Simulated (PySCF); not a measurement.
Zn(SH)(OSiH3) (H4OSSiZn), SMILES [SH][Zn][O][SiH3]. Geometry optimised at PBE-D3(BJ)/def2-SVP. One conformer was computed; it need not be the lowest.

Computed equilibrium geometry at PBE-D3(BJ)/def2-SVP (PySCF confirms it by a frequency run) as bond lengths and angles (one conformer of several):
Atoms: Zn1 S2 H3 O4 Si5 H6 H7 H8. Bond lengths (Å): Zn1–S2 2.167, Zn1–O4 1.782, S2–H3 1.365, O4–Si5 1.663, Si5–H6 1.512, Si5–H7 1.513, Si5–H8 1.505. Bond angles (°): S2–Zn1–O4 176.0, Zn1–S2–H3 91.9, Zn1–O4–Si5 134.7, O4–Si5–H6 112.3, O4–Si5–H7 112.2, O4–Si5–H8 109.0, H6–Si5–H7 107.1, H6–Si5–H8 108.1, H7–Si5–H8 108.1.
Charge 0, spin multiplicity 1.
